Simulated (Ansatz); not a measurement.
Program: Ansatz 0.2.0.

A structure relaxed at PBE0-D4/def2-TZVP, charge 0, multiplicity 1:

Cartesian coordinates in Å:
```
F 1.812 0.740 -0.205
In 0.065 -0.039 0.012
F 0.104 -1.885 0.555
Br -1.981 1.184 -0.362
```

(1) Give its formula and SMILES.

(2) Point group (tolerance 0.08 Å, 0.16 Å for H)?

(3) Summarise the bond lengths by kind.

Results:

(1) BrF2In, `[F][In]([F])[Br]`.

(2) C2v.

(3) 2 × F–In 1.925 Å; 1 × Br–In 2.413 Å.
